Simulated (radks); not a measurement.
Values are calculated unless marked as measured or tabulated.
Problem. Valence configurations of S (all share [Ne]). Code: a radial shooting solver on a logarithmic mesh with Libxc functionals. Model: Dirac Kohn-Sham, PBEsol, spin-unpolarised, spherical densities, point nucleus; open shells are shared between the two j in proportion to 2j + 1. Order these by energy: 3s1 3p5; 3s2 3p4; 3s0.5 3p5.5; 3s1.5 3p4.5; 3p6.

Solution. From the lowest, in eV above it: 3s2 3p4 0.000; 3s1.5 3p4.5 5.124; 3s1 3p5 10.279; 3s0.5 3p5.5 15.465; 3p6 20.678. NIST lists [Ne] 3s2 3p4 as the ground configuration; this level of theory agrees among the configurations tried. The energies are those of spherical spin-averaged densities, not of single terms.
